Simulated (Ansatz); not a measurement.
Total energies of the cluster Al₂Te₂ from Ansatz at PBE-D4/def2-TZVP, gas phase (1 Eh = 27.2114 eV = 2625.5 kJ/mol). The reference geometry is relaxed at B3LYP-D4/def2-SVP.

```tsv
atom	x (Å)	y (Å)	z (Å)
Al1	-0.393	1.217	0.960
Al2	0.390	-1.217	-0.961
Te3	0.690	1.314	-1.383
Te4	-0.688	-1.313	1.384
```

| state | geometry | energy (Eh) |
| --- | --- | --- |
| charge 0 singlet | reference | -1020.77505 |
| charge 1 doublet | reference | -1020.50192 |
| charge 0 triplet | relaxed at B3LYP-D4/def2-SVP | -1020.75689 |
| charge 0 quintet | relaxed at B3LYP-D4/def2-SVP | -1020.66135 |
| free Al atom (doublet) | – | -242.22759 |
| free Te atom (triplet) | – | -267.97310 |

In the def2 sets Te takes a core potential; there is no spin–orbit coupling.

Work out the vertical ionisation energy to the doublet.

E(charge 1 doublet) − E(charge 0 singlet) = -1020.50192 − (-1020.77505) = 0.27313 Eh = 7.43 eV. For comparison, −ε of the highest occupied level is 5.26 eV at this level, 2.17 eV less.

Which of the charge 0 states is lowest, and how far above it are the others?

The singlet. triplet: -1020.75689 − (-1020.77505) = 0.01816 Eh = 47.7 kJ/mol; quintet: -1020.66135 − (-1020.77505) = 0.11370 Eh = 298.5 kJ/mol.

What is the binding energy per atom against free atoms?

Atoms: 2 × (-242.22759) + 2 × (-267.97310) = -1020.40138 Eh. Binding: -1020.40138 − (-1020.77505) = 0.37367 Eh = 10.17 eV, or 2.54 eV for each of 4 atoms (no zero-point energy, no counterpoise term).

The structure comes from a short search, and lower isomers may exist.
